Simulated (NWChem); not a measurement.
# SrBrCl; SMILES [Br][Sr][Cl]

Computed with NWChem. Medium grid unless said otherwise, to which SCAN and Minnesota functionals are sensitive. All runs use the structure optimised with PBE0/def2-SVP. def2 effective core potentials on Sr; no spin-orbit coupling. Total energies of different functionals are on different scales.

```
level               energy (Ha)  highest occupied level (eV)  orbital gap (eV)  dipole (D)
------------------  -----------  ---------------------------  ----------------  ----------
B3LYP/def2-SVP       -3064.8379                        -7.16              4.62        3.54
PBE/def2-SVP         -3064.2025                        -6.24              3.37        3.43
BHandHLYP/def2-SVP   -3064.7228                        -8.49              6.66        3.70
RPBE/def2-SVP        -3064.6084                        -6.21              3.23        3.44
revPBE/def2-SVP      -3064.5004                        -6.20              3.40        3.45
M06/def2-SVP         -3064.6360                        -7.36              4.89        3.59
CAM-B3LYP/def2-SVP   -3064.8928                        -8.71              7.06        3.62
r2SCAN/def2-SVP      -3064.7648                        -6.54              4.26        3.63
TPSS/def2-SVP        -3064.7171                        -6.35              3.68        3.52
```
